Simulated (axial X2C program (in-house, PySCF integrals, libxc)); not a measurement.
## KTa: properties at the nuclei

Computed with an in-house all-electron X2C program for linear molecules (integrals from PySCF): two-component X2C with atomic mean-field Coulomb and Gaunt terms, Gaussian nuclei, basis Ta dyall-cv3z, K dyall-cv3z with contracted cores.

R = 3.393 Å (near the PBE0 minimum at charge 0 of the determinant lowest at the starting distance; the state shown can have its own minimum elsewhere).

Input and command:
```json
{"zs": [73, 19], "q": 0, "bas": ["dyall-cv3z", "dyall-cv3z"], "r0": 3.42, "levels": ["PBE0", "HF", "r2SCAN", "BP86", "B3LYP"], "nst": 3}
```
```bash
python soeom.py task.json out
```

Keys: zs atomic numbers; q charge; bas basis sets; r0 starting distance in Å; levels methods; nst determinants followed.

Determinant lowest in the PBE0 search, Ω = 1 (⟨Sz⟩ = 1.96, ⟨Lz⟩ = -0.96 at PBE0), spin on the atoms Ta 2.00, K -0.04:

```tsv
level	Eeff magnitude (GV/cm)	Ws magnitude Ta (kHz)	A∥/gI Ta (MHz)	qzz Ta (a.u.)	A∥/gI K (MHz)	qzz K (a.u.)	μ (D)
PBE0	6.09	4.61	618	2.04	-34.2	-0.14	7.19
r2SCAN	4.85	3.69	1490	2.16	-60.5	-0.15	7.64
BP86	4.54	3.06	286	2.58	78.9	-0.12	6.50
B3LYP	3.71	2.1	179	2.45	83.4	-0.13	6.83
```

Eeff is the effective electric field on the electron electric dipole moment in this Ω state and Ws the scalar–pseudoscalar constant of the nucleus named (defined with the proton number Z and per Ω); A∥ (defined per Ω) follows by multiplying with gI = μI/(I μN); qzz is the electric field gradient, eQq0 = 234.96 MHz × Q/barn × qzz; μ is positive if the K end (last atom) is positive. The operators were transformed with the bare-nucleus X2C matrices; with these basis sets, hyperfine constants and field gradients can be off by tens of per cent, and where levels differ in sign neither size nor sign is settled.

Q: With Q(181Ta) = 3.17 barn, Q(39K) = 0.0603 barn (Q from Pyykkö, Mol. Phys. 2018), turn the PBE0 values of the first state into constants in MHz.

A: eQq0(181Ta) = 234.96 × (3.17) × (2.04) = 1520 MHz; eQq0(39K) = 234.96 × (0.0603) × (-0.14) = -1.98 MHz.

Each state is one determinant with collinear spin, which with several unpaired electrons need not be a pure state. With several open shells hyperfine constants can be off by a factor of several. Open-shell Ω = 0 determinants with evenly filled partner blocks cannot be reached by this program, so the Ω shown need not be the lowest component. Left out as unconverged or as another state under the same occupation: HF in at least one table. At r2SCAN a later determinant lies lower. States lie within half an eV, so the first need not be the ground state. Further determinants of the search, some of them spin-mixed, are not shown. Where a field gradient or hyperfine factor spreads by more than a factor of two over the levels, a constant derived from it is not to be relied on.
